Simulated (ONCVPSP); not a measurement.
An all-electron radial function and its pseudo partner (oxygen (O))

Columns: radius, all-electron u(r) and pseudo u(r) of the 2p shell (level -43.35 eV) of oxygen in the configuration [He] 2s2 2p2; LDA (Perdew-Zunger), scalar-relativistic, ONCV scheme, ONCVPSP 4.0.1.

| r (bohr) | all-electron | pseudo |
| --- | --- | --- |
| 0.085 | 0.0961 | 0.0330 |
| 0.170 | 0.2828 | 0.1266 |
| 0.255 | 0.4773 | 0.2676 |
| 0.340 | 0.6457 | 0.4368 |
| 0.425 | 0.7766 | 0.6125 |
| 0.510 | 0.8692 | 0.7741 |
| 0.595 | 0.9269 | 0.9044 |
| 0.680 | 0.9549 | 0.9926 |
| 0.765 | 0.9587 | 1.0354 |
| 0.850 | 0.9439 | 1.0369 |
| 0.935 | 0.9150 | 1.0053 |
| 1.020 | 0.8762 | 0.9505 |
| 1.105 | 0.8305 | 0.8824 |
| 1.190 | 0.7806 | 0.8103 |
| 1.275 | 0.7285 | 0.7413 |
| 1.360 | 0.6758 | 0.6793 |
| 1.445 | 0.6237 | 0.6240 |
| 1.530 | 0.5729 | 0.5728 |
| 1.615 | 0.5241 | 0.5240 |
| 1.700 | 0.4777 | 0.4776 |
| 1.785 | 0.4340 | 0.4340 |
| 1.870 | 0.3931 | 0.3931 |
| 1.955 | 0.3552 | 0.3552 |
| 2.040 | 0.3201 | 0.3201 |
| 2.125 | 0.2879 | 0.2879 |
| 2.210 | 0.2584 | 0.2584 |

Problem. How many radial nodes do the two functions have?

Solution. The all-electron 2p function has n − l − 1 = 0; the pseudo-wave has 0.

Problem. At about which radius was the pseudo-wave matched?

Solution. 1.55 bohr. The columns agree to 0.0005 from 1.45 bohr on; several derivatives are matched, so the curves merge somewhat inside the radius.

Problem. Is the pseudo-wave norm-conserving?

Solution. Yes: the ONCV scheme keeps the norm inside the radius equal to the all-electron one, which fixes the energy derivative of the logarithmic derivative at the level.
